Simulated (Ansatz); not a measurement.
`BC1C=N1` + `BNC` → `BN(B)C` + `C1=NC1` at 700 K and 1 bar (ligand exchange at a B–C bond).

Program: Ansatz. Geometries: PBE0-D4/def2-TZVP. ΔE: electronic, gas phase. CBS: MP2 limit from def2 TZ/QZ plus the TZ coupled-cluster correction, frozen cores. This one scheme is used for every species.

| species | CCSD(T)/CBS energy (Eh) | H − E (kJ/mol) | S (J/(mol·K)) |
| --- | --- | --- | --- |
| `BC1C=N1` | -157.89968 | 201.1 | 360.6 |
| `BNC` | -121.18426 | 253.9 | 346.7 |
| `BN(B)C` | -146.59307 | 298.9 | 409.8 |
| `C1=NC1` | -132.51911 | 156.2 | 299.5 |

H − E and S are ideal-gas, rigid-rotor, harmonic terms from PBE0-D4/def2-TZVP, for one conformer and one mirror image of each species. 1 Eh = 2625.50 kJ/mol, R = 8.31446 J/(mol·K).

Q: By hand: ΔE, ΔH, ΔS and ΔG.

A: ΔE = (-146.59307) + (-132.51911) − (-157.89968) − (-121.18426) = -0.02824 Eh = -74.1 kJ/mol. Δ(H − E) = 298.9 + 156.2 − 201.1 − 253.9 = 0.1, so ΔH = -74.0 kJ/mol. ΔS = 409.8 + 299.5 − 360.6 − 346.7 = 2.0 J/(mol·K). ΔG = -74.0 − 700 × (2.0)/1000 = -75.4 kJ/mol.

Q: By hand: the equilibrium constant, and the temperature at which ΔG would vanish if ΔH and ΔS stayed fixed.

A: log₁₀ K = −ΔG/(RT ln 10) = 5.6. ΔH and −TΔS have one sign here, so there is no such temperature. One of them is within its doubt of zero, so this could turn.

The number of gas molecules stays the same, so ΔS is small and ΔH decides. A doubt of 5 kJ/mol in ΔE shifts log₁₀ K by 0.4 here. Other conformers and mirror images would add mixing entropy, several J/(mol·K) or more a flexible species. Modes under 60 cm⁻¹, often nearly free rotors, make the harmonic entropy too high. These are equilibria of isolated gas molecules and say nothing of rates. Largest T1 diagnostic: 0.013 (customary marks: 0.02 for closed shells, 0.045 for open ones).
